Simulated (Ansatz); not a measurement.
Geometry optimisation, RKS PBE/6-31G* (Ansatz).

Input:

```yaml
crystal:
  periodic: [false, false, false]
  atoms:
    - { symbol: "N", position_ang: [-0.4355, -1.107, 1.8642] }
    - { symbol: Si, position_ang: [-0.191, 0.4535, 0.9529] }
    - { symbol: B, position_ang: [1.4821, 0.3964, 0.0684] }
    - { symbol: O, position_ang: [1.4907, 0.8347, -1.3093] }
    - { symbol: Si, position_ang: [-0.188, 0.3569, -1.7577] }
    - { symbol: O, position_ang: [-1.2477, 0.576, -0.3884] }
    - { symbol: H, position_ang: [-0.43109, -0.78008, 2.87807] }
    - { symbol: H, position_ang: [0.41481, -1.62996, 1.69749] }
    - { symbol: H, position_ang: [-0.3157, 1.6444, 1.8746] }
    - { symbol: H, position_ang: [2.1822, -0.5494, 0.3502] }
    - { symbol: H, position_ang: [-0.2097, -1.0434, -2.1457] }
    - { symbol: H, position_ang: [-0.6368, 1.2164, -2.8326] }
basis:
  gaussian: { orbitals: "6-31G*" }
hamiltonian:
  xc: pbe
relax:
  f_tol: 0.015
  max_steps: 40
```

Command:

```bash
$ ansatz run input.yaml --threads 2 --pin off --max-ram 3072MiB --backend cpu --events-out ev --progress --plain --runs-dir out
```

**Question.** Where does it end, and by what steps?

**Answer.** The run converged. After 10 steps the energy has fallen by 1.618 eV; H10 moved furthest, 1.10 Å.

| step | energy less start (eV) | largest force component (eV/Å) | accepted |
| --- | --- | --- | --- |
| 0 | 0.0000 | 3.074 | yes |
| 1 | -0.6710 | 1.457 | yes |
| 2 | -1.0544 | 0.844 | yes |
| 3 | -1.2620 | 0.602 | yes |
| 4 | -1.4265 | 0.396 | yes |
| 5 | -1.5431 | 0.348 | yes |
| 6 | -1.5691 | 0.312 | yes |
| 7 | -1.6031 | 0.261 | yes |
| 8 | -1.6155 | 0.104 | yes |
| 9 | -1.6179 | 0.045 | yes |
| 10 | -1.6183 | 0.009 | yes |

```xyz
12
Properties=species:S:1:pos:R:3
N -0.206 -0.904 2.189
Si -0.015 0.386 1.047
B 1.701 0.310 -0.080
O 1.390 0.261 -1.415
Si -0.292 0.283 -1.789
O -1.072 0.368 -0.326
H -1.012 -0.908 2.814
H 0.065 -1.857 1.944
H -0.368 1.623 1.819
H 2.870 0.300 0.224
H -0.600 -0.976 -2.534
H -0.548 1.483 -2.642
```

Whether the end is a true minimum wasn't checked by a vibrational analysis.

Run time: 24 s on 2 threads of Intel(R) Xeon(R) Platinum 8488C (Sapphire Rapids) (shared host), peak memory 0.17 GiB.
